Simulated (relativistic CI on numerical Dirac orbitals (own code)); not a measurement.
## V4+ in a cubic cluster: 1s photoemission with charge transfer

Computed with a charge-transfer multiplet model of a cubic metal-ligand cluster with up to 2 ligand holes, Slater and spin-orbit integrals from Dirac-Coulomb-Breit ions, Slater integrals scaled by 0.8. The ground state mixes d1 with configurations of k ligand holes L, whose averages lie at kΔ + k(k − 1)U_dd/2; a core hole lowers each added d electron by U_cd. 20 K, Lorentzian 1.1 eV and Gaussian 0.6 eV FWHM.

Atomic integrals in eV (Slater integrals scaled, ζ unscaled), ground: F2dd 8.057, F4dd 5.049, zeta_d 0.029; with the core hole: F2dd 8.057, F4dd 5.049, zeta_d 0.046, G2cd 0.051. Where a configuration has fewer than two d electrons, the dd integrals are those of d2.

Cluster parameters (eV): Δ = 3, U_dd = 5.5, 10Dq = 0.2, 10Dq(ligand) = 1.5, V(eg) = 1.5, V(t2g) = -0.77, final-state hopping factor = 1.

```tsv
Case	n_d	d1	d2L	d3L2	S
U_cd = 4.9 eV	1.54	0.51	0.44	0.05	0.50
U_cd = 5.5 eV	1.54	0.51	0.44	0.05	0.50
U_cd = 6.1 eV	1.54	0.51	0.44	0.05	0.50
U_cd = 6.7 eV	1.54	0.51	0.44	0.05	0.50
U_cd = 7.3 eV	1.54	0.51	0.44	0.05	0.50
```

Weights, n_d and S are thermal averages at 20 K. Binding energies count from the first peak over 30 % of the highest in each spectrum, which can be another peak from case to case. The parameters are a model scan and need not match a compound or its usual spin state. Peaks in eV (height, largest 100):
- U_cd = 4.9 eV: 0.0 (100), 7.2 (17)
- U_cd = 5.5 eV: 0.0 (100), 7.6 (19)
- U_cd = 6.1 eV: 0.0 (100), 7.8 (21)
- U_cd = 6.7 eV: 0.0 (100), 7.8 (24)
- U_cd = 7.3 eV: 0.0 (100), 7.7 (25), 9.2 (17), 12.9 (8)

Curve for U_cd = 5.5 eV (points under 2 left out, the grid thinned):

| E (eV) | Intensity |
| --- | --- |
| -3.0 | 3.9 |
| -2.7 | 4.8 |
| -2.4 | 6.0 |
| -2.0 | 8.5 |
| -1.7 | 11.5 |
| -1.4 | 16.4 |
| -1.1 | 24.9 |
| -0.8 | 40.1 |
| -0.5 | 64.7 |
| -0.1 | 97.4 |
| 0.2 | 95.0 |
| 0.5 | 69.8 |
| 0.8 | 44.2 |
| 1.1 | 28.0 |
| 1.5 | 17.3 |
| 1.8 | 13.2 |
| 2.1 | 10.8 |
| 2.4 | 9.3 |
| 2.7 | 8.3 |
| 3.0 | 7.5 |
| 3.4 | 6.6 |
| 3.7 | 5.9 |
| 4.0 | 5.3 |
| 4.3 | 4.9 |
| 4.6 | 4.7 |
| 5.0 | 5.0 |
| 5.3 | 5.6 |
| 5.6 | 6.3 |
| 5.9 | 7.2 |
| 6.2 | 8.8 |
| 6.5 | 11.2 |
| 6.9 | 15.2 |
| 7.2 | 17.7 |
| 7.5 | 18.8 |
| 7.8 | 18.2 |
| 8.1 | 15.7 |
| 8.5 | 11.1 |
| 8.8 | 8.2 |
| 9.1 | 6.3 |
| 9.4 | 5.2 |
| 9.7 | 4.6 |
| 10.0 | 4.0 |
| 10.4 | 3.1 |
| 10.7 | 2.5 |
| 11.0 | 2.1 |

For the case U_cd = 6.7 eV, Δ = 3 eV is smaller than U_dd = 5.5 eV, the charge-transfer side of the Zaanen-Sawatzky-Allen scheme. With the core hole the configuration with one ligand hole lies at Δ − U_cd = -1.9, -2.5, -3.1, -3.7, -4.3 eV from the one without, in the order of the table; where this is negative the screened configuration lies lower, though the effective hopping of about 3.3 eV (from the holes of the mixed ground state) mixes the two strongly wherever it is as large as the gap.
